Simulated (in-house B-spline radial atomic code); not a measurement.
Inner levels of silver as electrons are removed. A shift is the extra binding of the orbital against the neutral atom ([Kr] 4d10 5s1). Computed with a radial B-spline atomic code at the basis-set limit: non-relativistic Hartree-Fock, average of the configuration, point nuclei.

This level leaves out relativity, spin-orbit splitting included, which matters for heavy ions.

```csv
ion,configuration,shift of 1s (eV),radius of 1s (bohr),Σ<r²> (bohr²),change of density at nucleus (bohr⁻³)
Ag38+,[He] 2s2 2p5,2522.95,0.032331,0.12775,-968.51
Ag39+,[He] 2s2 2p4,2790.2,0.032305,0.10957,-804.5
Ag40+,[He] 2s2 2p3,3061.61,0.032277,0.092076,-637.14
Ag41+,[He] 2s2 2p2,3337.14,0.032249,0.075233,-466.42
Ag42+,[He] 2s2 2p1,3616.8,0.03222,0.059012,-292.33
Ag43+,[He] 2s2,3900.57,0.03219,0.043387,-114.85
Ag44+,[He] 2s1,?,?,?,?
Ag45+,1s2,?,?,?,?
Ag46+,1s1,5188.24,0.031915,0.0013581,-39755.6
```

(1) Fill in the row of Ag44+.

(2) Fill in the row of Ag45+.

Answers

(1) shift of 1s (eV): 4145.71; radius of 1s (bohr): 0.032186; Σ<r²> (bohr²): 0.022825; change of density at nucleus (bohr⁻³): -3826.7.

(2) shift of 1s (eV): 4393.44; radius of 1s (bohr): 0.032172; Σ<r²> (bohr²): 0.0027628; change of density at nucleus (bohr⁻³): -7641.61.
